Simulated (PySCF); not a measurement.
Bi(F)2(Me), SMILES [F][Bi]([CH3])[F] (PBE0/def2-SVP optimised geometry):

```
7

Bi    -1.287    -0.707     0.000
F     -1.378    -0.935     2.020
F     -1.375     1.325     0.000
C      0.963    -0.707     0.000
H      1.271     0.341    -0.116
H      1.375    -1.325    -0.810
H      1.282    -1.087     0.981
```

Method: PBE0/def2-TZVP, def2 effective core potentials past Kr (PySCF).

### Question
What are the frontier orbital energies and the dipole moment?

### Answer
HOMO-2 -10.39 eV, HOMO-1 -10.19 eV, HOMO -7.90 eV, LUMO -1.51 eV, LUMO+1 -1.33 eV; dipole moment 4.57 D.

On the same geometry PBE/def2-TZVP, def2 effective core potentials past Kr in PySCF gives HOMO-2 -8.45 eV, HOMO-1 -8.43 eV, HOMO -6.68 eV, LUMO -2.25 eV, LUMO+1 -2.09 eV; dipole moment 4.26 D.
